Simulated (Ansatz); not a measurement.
## CH3In (SMILES C[In]): methods side by side

CH3In has 5 atoms, charge 0, and is taken as a singlet. As SMILES, `C[In]`. The shape was relaxed beforehand at wB97X-V/def2-SVP.

```xyz
5

C    -0.1786    0.0715   -0.0690
In    1.7821   -0.7132    0.6882
H    -0.9806   -0.0409    0.6847
H    -0.5069   -0.4635   -0.9799
H    -0.1160    1.1461   -0.3240
```

Each level gives the dissociation energy of the In2–C1 bond into doublet In and doublet CH3 (shapes relaxed at wB97X-V/def2-SVP, no zero-point term) (eV). The values are calculated.

| level | kind | program | value (eV) | less CCSD(T)/def2-TZVPP | CPU time (all runs) |
| --- | --- | --- | --- | --- | --- |
| HF/def2-TZVPP (core potential) | Hartree–Fock | Ansatz | 1.20 | -1.24 | 1.8 s |
| BLYP/def2-TZVPP (core potential) | GGA | Ansatz | 2.28 | -0.16 | 8 s |
| r2SCAN/def2-TZVPP (core potential) | meta-GGA | Ansatz | 2.28 | -0.16 | 12 s |
| PBE0-D4/def2-TZVPP (core potential) | global hybrid | Ansatz | 2.41 | -0.03 | 7.4 s |
| CAM-B3LYP/def2-TZVPP (core potential) | range-separated hybrid | Ansatz | 2.33 | -0.11 | 7.4 s |
| B2PLYP/def2-TZVPP (core potential) | double hybrid | Ansatz | 2.37 | -0.07 | 11 s |
| MP2/def2-TZVPP (core potential) | perturbation theory | Ansatz | 2.54 | +0.10 | 4.3 s |
| CCSD(T)/def2-TZVPP (core potential) | coupled cluster or CI | Ansatz | 2.44 | 0.00 | 19 s |

Differences are taken from CCSD(T)/def2-TZVPP (core potential) for orientation; it has basis-set and higher-order errors of its own. Spin-orbit coupling, which can split open shells on such heavy atoms by tenths of an eV, is left out. The values span 1.20 to 2.54 eV. Hartree–Fock misses the correlation of the electron pair that is broken and comes out low. Measured bond enthalpies also hold zero-point and thermal terms, a few tenths of an eV less. In the correlated wave-function rows the outer d shell of In is correlated, in sets not made for it. CPU times are rough (shared hosts, several kinds of processor): they show what a rung costs within a factor of a few.
